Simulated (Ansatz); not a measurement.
`CC(Cl)(Cl)Cl` and `CC([SiH3])(Cl)Cl` differ in one atom or group.

Ansatz, PBE0-D4/def2-TZVP geometries, multiplicity 1. 

```
                                          property  `CC(Cl)(Cl)Cl`
  size of the dipole moment (B3LYP/def2-TZVPP) / D            1.77
               HOMO energy (B3LYP/def2-TZVPP) / eV           -8.38
             LUMO energy (ωB97M-V/def2-TZVPP) / eV            1.60
             HOMO energy (ωB97M-V/def2-TZVPP) / eV          -10.94
               LUMO energy (B3LYP/def2-TZVPP) / eV           -0.93
size of the dipole moment (ωB97M-V/def2-TZVPP) / D            1.76
```

**Question.** What does the change do to each property? (Estimate.)

**Answer.** Computed: 
```csv
property,`CC([SiH3])(Cl)Cl`,shift
size of the dipole moment (B3LYP/def2-TZVPP) / D,1.81,0.04
HOMO energy (B3LYP/def2-TZVPP) / eV,-7.92,0.46
LUMO energy (ωB97M-V/def2-TZVPP) / eV,1.60,0.00
HOMO energy (ωB97M-V/def2-TZVPP) / eV,-10.36,0.58
LUMO energy (B3LYP/def2-TZVPP) / eV,-0.58,0.35
size of the dipole moment (ωB97M-V/def2-TZVPP) / D,1.81,0.05
```

With PBE0 the HOMO rises by 0.53 eV and the LUMO rises by 0.31 eV, so the gap narrows by about 0.22 eV. PBE moves the HOMO by 0.39 eV and ωB97M-V by 0.58 eV. The zero-point energy changes by 63.5 kJ/mol with +9 modes. Dipoles are sizes alone; their direction can turn.

B3LYP here is the variant with VWN-RPA as its local correlation; programs differ in this.
